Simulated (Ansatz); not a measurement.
Program: Ansatz. Geometries: PBE0-D4/def2-TZVP. ΔE: electronic, gas phase. CBS: MP2 limit from def2 TZ/QZ plus the TZ coupled-cluster correction, frozen cores. DFT in def2-TZVPP. B3LYP here is the variant with VWN-RPA as its local correlation; programs differ in this. For As, Ge outer-core shells are correlated without core-valence functions, which leaves a few kJ/mol of doubt a bond. Scalar relativity is left out up to krypton. One conformer a species, not always the lowest.

`[SiH3][SiH2][SiH2][GeH3]` + `N[AsH2]` → `N[AsH][SiH3]` + `[SiH3][SiH2][GeH3]`  (cleavage of the Si–Si bond)

`[SiH3][SiH2][SiH2][GeH3]`:

```xyz
14

Si    2.082    0.744    0.823
Si   -0.167    1.381    0.866
Si   -1.307    0.357   -0.898
Ge   -0.994   -2.001   -0.798
H     2.692    1.125   -0.479
H     2.849    1.394    1.919
H     2.184   -0.733    0.979
H    -0.280    2.864    0.778
H    -0.776    0.942    2.154
H    -0.771    0.862   -2.193
H    -2.762    0.670   -0.841
H     0.488   -2.347   -1.020
H    -1.828   -2.720   -1.872
H    -1.411   -2.537    0.582
```

`N[AsH2]`:

Cartesian coordinates in Å:
```
N -0.749 -0.371 0.466
As 0.104 0.777 -0.713
H -0.146 -1.053 0.905
H -1.229 0.152 1.185
H 0.495 -0.305 -1.713
H 1.525 0.800 -0.131
```

`N[AsH][SiH3]`:

Z-matrix (Å, degrees):
```
Si
As 1 2.365
H 1 1.488 2 108.9
H 1 1.485 2 109.3 3 -119.4
H 1 1.489 2 111.1 3 120.3
N 2 1.864 1 95.0 3 -163.5
H 2 1.537 1 91.9 3 -61.8
H 6 1.011 2 114.1 1 62.6
H 6 1.011 2 110.5 1 -174.5
```

`[SiH3][SiH2][GeH3]`:

Z-matrix (Å, degrees):
```
Si
Si 1 2.337
H 1 1.488 2 109.7
H 1 1.488 2 111.3 3 120.4
H 1 1.488 2 109.7 3 -119.2
Ge 2 2.380 1 110.4 3 59.6
H 2 1.490 1 109.9 3 -179.8
H 2 1.490 1 109.9 3 -61.0
H 6 1.538 2 110.2 1 -59.7
H 6 1.538 2 110.2 1 59.6
H 6 1.538 2 111.3 1 179.9
```

Task: Is it downhill or uphill in electronic energy at CCSD(T)/CBS, and by how much? (An estimate is asked.)

Result: Computed: Downhill: ΔE = -15.8 kJ/mol.

Task: What do these levels give: LDA (SPW92), B2PLYP, revPBE, BLYP, B3LYP, CAM-B3LYP, LC-ωPBE, RPA@PBE/def2-TZVPP, HF/def2-SVP, MP2/def2-SVP, CCSD(T)/def2-SVP, MP2/def2-TZVPP? (An estimate is asked.)

Result: The calculation gave: LDA (SPW92) -10.5, B2PLYP -18.8, revPBE -13.5, BLYP -19.2, B3LYP -18.8, CAM-B3LYP -18.3, LC-ωPBE -13.1, RPA@PBE/def2-TZVPP -14.1, HF/def2-SVP -19.1, MP2/def2-SVP -14.6, CCSD(T)/def2-SVP -11.0, MP2/def2-TZVPP -19.3 kJ/mol.

Largest T1 diagnostic among the species: 0.013.

Leaving LDA and LC-ωPBE aside and taking each functional with its dispersion term where it has one, the values, not all of them listed here, spread over 10.6 kJ/mol, from B2PLYP to B97M-V. At CCSD(T), def2-SVP lies +4.8 kJ/mol from the extrapolated value and def2-TZVPP +1.2 kJ/mol. The D4 term adds +3.1 kJ/mol with B3LYP and +2.2 kJ/mol with PBE0; it sums over pairs of atoms, weighted by their polarisabilities, and B3LYP, whose exchange is more repulsive, gets the larger term.
